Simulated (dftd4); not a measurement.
F$_{5}$Sb (SMILES [F][Sb]([F])([F])([F])[F]), singlet, at a GFN2-xTB geometry; dftd4 with D4 for pbe.

The dftd4 input:
```
$ dftd4 mol.xyz --func pbe --charge 0 --json dftd4.json --noedisp --property

# file mol.xyz
6

Sb    -0.00538098    -0.01804812    -0.00232090
F      1.27108124    -0.77244999     1.17556001
F     -1.28766979     0.72948715    -1.17818027
F      0.23534493     1.68191679     0.82082326
F      1.08319346    -0.49526191    -1.49023129
F     -1.32250323    -1.22629968     0.65862935
```

Task: Predict the main parts of the log of this dftd4 run.

Result: 
```
                    ____  _____ _____     ____  _  _
      -------------|  _ \|  ___|_   _|---|  _ \| || |------------
     |             | | | | |_    | | ___ | | | | || |_           |
     |             | |_| |  _|   | ||___|| |_| |__   _|          |
     |             |____/|_|     |_|     |____/   |_|            |
     |             ===================================           |
     |            E. Caldeweyher, S. Ehlert & S. Grimme          |
     |          Mulliken Center for Theoretical Chemistry        |
     |                    University of Bonn                     |
      -----------------------------------------------------------

Rational (Becke-Johnson) damping: pbe-D4-ATM
---------------------
  s6         1.0000
  s8         0.9595
  s9         1.0000
  a1         0.3857
  a2         4.8069
 alp        16.0000
--------------------

Atomic data, radii in Ångström:
------------------------------------------------------
   Z          R(cov)      r4/r2   hardness         EN
------------------------------------------------------
  51 Sb       1.6800     3.1650     0.3491     2.0500
   9 F        0.8533     1.2638     0.6693     3.9800
------------------------------------------------------

Atomic reference systems (in atomic units):
----------------------------------------------------------------------------
   Z        #      CN     q+Z       C6(AA)   #      CN     q+Z       C6(AA)
----------------------------------------------------------------------------
  51 Sb     1  0.0000 23.0000     497.3125   2  0.9358 22.9856     480.4032
            3  1.8740 22.9846     454.6486   4  2.8139 22.9901     422.1563
   9 F      1  0.0000  9.0000       9.7374   2  0.7408  8.7523      11.7796
----------------------------------------------------------------------------

Atomic properties (in atomic units):
----------------------------------------------------------------------------
     #    Z              CN          q      C6(AA)        C8(AA)   alpha(0)
----------------------------------------------------------------------------
     1   51 Sb       3.6038     0.9278    357.4286    38356.8007    35.5808
     2    9 F        0.7210    -0.1834     11.1226      190.3217     3.8426
     3    9 F        0.7210    -0.1834     11.1227      190.3230     3.8426
     4    9 F        0.7206    -0.1870     11.1591      190.9464     3.8489
     5    9 F        0.7206    -0.1870     11.1590      190.9436     3.8488
     6    9 F        0.7206    -0.1869     11.1581      190.9285     3.8487
----------------------------------------------------------------------------

Molecular properties (in atomic units):
----------------------------------------
 molecular C6                1209.4085
 molecular C8               67694.0795
----------------------------------------

Dispersion energy:      -4.7826567507416E-03 Eh

[Info] JSON dump of results written to 'dftd4.json'
```
